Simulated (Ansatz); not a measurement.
Species: C$_{4}$H$_{3}$FN$_{2}$ (charge 0, singlet). 
Structure (B3LYP-D3(BJ)/def2-TZVP (Ansatz, an electronic-structure program) minimum search):
```
C
H 1 1.0796
C 1 1.3840 2 123.11
N 3 1.3371 1 122.67 2 180.00
C 4 1.3262 3 116.04 1 0.00
N 5 1.3369 4 126.53 3 0.00
C 6 1.3074 5 115.59 4 0.00
F 7 1.3340 6 116.64 5 -180.00
H 5 1.0839 4 117.17 3 180.00
H 3 1.0841 4 116.68 5 180.00
```
Charge 0, spin multiplicity 1.

Wanted: atomisation energy (electronic, to ground-state atoms), in kcal/mol. Valence correlation only, unless marked. UHF or UKS for open shells. Spin-orbit coupling is left out. No relativistic terms. The coupled-cluster limit lacks core correlation, which all-electron functionals hold. Basis-set limits of correlation are two-point, X^-3; Hartree-Fock from the larger set. [CCSD(T)-MP2]/basis is that difference in the basis named.

| level | program | atomisation energy (kcal/mol) | minus last row |
|---|---|---|---|
| HF/cc-pVQZ | Ansatz | 759.8 | -362.7 |
| BLYP/def2-TZVPD | Ansatz | 1134.7 | 12.2 |
| B97M-V/def2-TZVPD | Ansatz | 1132.3 | 9.8 |
| PBE0-D3(BJ)/def2-TZVP | Ansatz + dftd3 | 1149.6 | 27.1 |
| PBE0-D3(BJ)/def2-TZVPD | Ansatz + dftd3 | 1149.8 | 27.3 |
| BHLYP-D3(BJ)/def2-TZVPD | Ansatz + dftd3 | 1077.7 | -44.8 |
| CAM-B3LYP-D4/def2-TZVPD | Ansatz + dftd4 | 1137.0 | 14.5 |
| LC-wPBE-D4/def2-TZVPD | Ansatz + dftd4 | 1142.0 | 19.5 |
| B2GP-PLYP-D4/def2-TZVPD | Ansatz + dftd4 | 1117.9 | -4.6 |
| MP2/STO-3G | Ansatz | 970.5 | -152.0 |
| CCSD/STO-3G | Ansatz | 983.1 | -139.4 |
| CCSD(T)/cc-pVDZ | Ansatz | 1021.9 | -100.6 |
| CCSD(T)/aug-cc-pVTZ | Ansatz | 1093.1 | -29.4 |
| RI-MP2/CBS(cc-pVTZ,cc-pVQZ)+[CCSD(T)-MP2]/cc-pVDZ | Ansatz | 1123.6 | 1.1 |
| CCSD(T)/CBS(aug-cc-pVTZ,aug-cc-pVQZ) | Ansatz | 1122.5 | 0.0 |

The Hartree-Fock reference is unstable (checked in the largest basis), which strains HF and MP2.
